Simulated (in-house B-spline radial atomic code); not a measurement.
Mn. Computed with a B-spline radial atomic code. Model: non-relativistic spherical atom: semilocal Troullier-Martins pseudo-atom, one channel per l, against all electrons, high spin, G0W0 and RPA with empty states to l = 8, local potential for every l without a channel, a model core (radius 0 = none) keeps its share of the functional.

What the tables leave out is listed at the end.

The pseudopotential gives back the lowest level of each angular momentum of its own functional in the configuration it was made in; a second state of the same l is only approximately right. Exact exchange, RPA and GW see the smooth pseudo-orbitals and miss the exchange with the core, for which the functional's share stands in. The column with an uncorrelated core keeps all orbitals and exact exchange, and so separates missing core correlation from pseudisation. Only the three outermost levels and the lowest empty one were computed. RPA here is direct RPA, with no exchange kernel, and its energies carry an (l + 1/2)⁻⁴ tail. A hybrid on a potential with a model core restores only its own semilocal share of the core's exchange.

Command:
```bash
python run_psgw.py task.json out
```
Settings (lengths in bohr, energies in hartree):
```
Z                      25
electrons              25
configuration          [Ar] 3d5 4s2
generated_in           [Ar] 3d5 4s2
functional             pbe,pbe
core_shells            4
radius_factor          1
core_correction        False
ion_configuration      [Ar] 3d5 4s1
```

Run time, properties included: 77 s on 1 thread of Arm Neoverse N1, with other jobs on the host.

Given: made with PBE; model core radius 0 bohr; local radius 1.021 bohr; mean-field start PBE.

Valence shells of the generating configuration: 3p, 3d, 4s.

Channel: s 2.522, p 0.756, d 2.277 (radii in bohr).

Computed: largest level miss in the spin-unpolarised generating configuration 0.001 eV; valence RPA correlation energy all-electron orbitals -0.78167 hartree; valence RPA correlation energy pseudo -0.87391 hartree; pseudo-atom RPA polarisability 55.116 bohr³; ionisation by mean-field all-electron 7.1607 eV; ionisation by mean-field pseudo minus all -0.109 eV; ionisation by RPA pseudo minus all 0.04 eV.

| level | occupied | mean-field all-electron (eV) | mean-field pseudo minus all (eV) | G0W0 all-electron (eV) | G0W0 uncorrelated core minus all (eV) | G0W0 pseudo minus all (eV) | exchange self-energy all-electron (eV) | exchange self-energy pseudo (eV) |
| --- | --- | --- | --- | --- | --- | --- | --- | --- |
| 4s down | 1 | -4.4174 | 0.052 | -7.3192 | -0.017 | -0.152 | -8.5717 | -8.1292 |

Task: What is the all-electron RPA polarisability, core included?

Result: 54.219 bohr³.

Task: What is the ionisation by RPA all-electron?

Result: 7.779 eV.

Given: mean-field start PBE0.

Computed: valence RPA correlation energy pseudo -0.82781 hartree; all-electron RPA polarisability, core included 47.858 bohr³; pseudo-atom RPA polarisability 46.086 bohr³; ionisation by mean-field pseudo minus all -0.042 eV; ionisation by RPA all-electron 7.4966 eV; ionisation by RPA pseudo minus all 0.052 eV.

```
  level  occupied  mean-field all-electron (eV)  mean-field pseudo minus all (eV)  G0W0 all-electron (eV)  G0W0 uncorrelated core minus all (eV)  G0W0 pseudo minus all (eV)  exchange self-energy all-electron (eV)  exchange self-energy pseudo (eV)
4s down         1                       -5.0621                              0.03                  -7.373                                 -0.017                      -0.148                                 -8.4204                           -8.1667
  4s up         1                       -6.0612                            -0.279                  -8.432                                 -0.026                      -0.782                                 -10.587                           -11.605
```

Task: What is the ionisation by mean-field all-electron?

Result: 7.024 eV.

Task: What is the valence RPA correlation energy all-electron orbitals?

Result: -0.72843 hartree.

Given: mean-field start Hartree-Fock.

Computed: valence RPA correlation energy pseudo -0.72415 hartree; all-electron RPA polarisability, core included 41.266 bohr³; pseudo-atom RPA polarisability 34.461 bohr³; ionisation by mean-field all-electron 5.9723 eV; ionisation by mean-field pseudo minus all 0.086 eV; ionisation by RPA pseudo minus all 0.065 eV.

```csv
level,occupied,mean-field all-electron (eV),mean-field pseudo minus all (eV),G0W0 all-electron (eV),G0W0 uncorrelated core minus all (eV),G0W0 pseudo minus all (eV),exchange self-energy all-electron (eV),exchange self-energy pseudo (eV)
4s down,1,-6.1505,-0.052,-7.1915,-0.011,0.051,-7.692,-7.8325
4s up,1,-7.4415,-1.66,-8.4048,-0.02,-1.136,-9.8974,-13.518
3d up,1,-17.44,1.69,-15.868,0.108,1.31,-40.365,-32.974
```

Task: What is the ionisation by RPA all-electron?

Result: 7.056 eV.

Task: What is the valence RPA correlation energy all-electron orbitals?

Result: -0.61761 hartree.

Among the listed levels the largest G0W0 shift of the pseudo-atom is +1.31 eV, for 3d up on the Hartree-Fock start, while leaving the core uncorrelated moves that level by +0.11 eV. So pseudisation and the lost core exchange, not the missing core correlation, make the error. Not in the tables (levels of low weight, unsolved or above zero; the highest and the empty levels are kept at any weight): on PBE the G0W0 levels 4s up (pseudo minus all -0.54 eV, weights 0.60 and 0.65), 3d up (pseudo minus all +0.91 eV, weights 0.40 and 0.07), 3d down (pseudo minus all +0.96 eV, weights 0.36 and 0.47); on PBE0 the G0W0 levels 3d up (pseudo minus all +0.64 eV, weights 0.84 and 0.54).
